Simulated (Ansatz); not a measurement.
HfSe₂⁻. Total charge -1; doublet. Geometry PBE-D4/def2-TZVP, that of the neutral singlet; atoms count from 1.

```xyz
3

Hf    0.2134    0.4865   -0.7392
Se   -0.4752    1.3841    1.3342
Se    0.2618   -1.8706   -0.5950
```

In the def2 sets Hf takes a core potential; there is no spin–orbit coupling. The structure comes from a short search, and lower isomers may exist.

(1) Estimate the Mulliken populations from the PBE0/def2-TZVPD orbitals of Ansatz.

(2) Where does the spin sit?

(3) And the Mayer bond orders between bonded heavy atoms (over 0.3)?

Answers

(1) 
```json
{"atom": "Hf1", "charge (e)": "0.17", "spin (α − β)": "1.11", "d electrons": "2.20"}
{"atom": "Se2", "charge (e)": "-0.58", "spin (α − β)": "-0.06", "d electrons": "–"}
{"atom": "Se3", "charge (e)": "-0.58", "spin (α − β)": "-0.06", "d electrons": "–"}
```
Mulliken values and Mayer orders depend strongly on the basis. With diffuse functions, as here, like atoms can get unlike values, and bond orders can come out too low or too high.

(2) Summed by element: Hf 1.11, Se -0.11, of 1 unpaired in all. Largest on single atoms: Hf1 1.11, Se2 -0.06, Se3 -0.06.

(3) Hf1–Se2 1.97 (2.36 Å); Hf1–Se3 1.97 (2.36 Å).
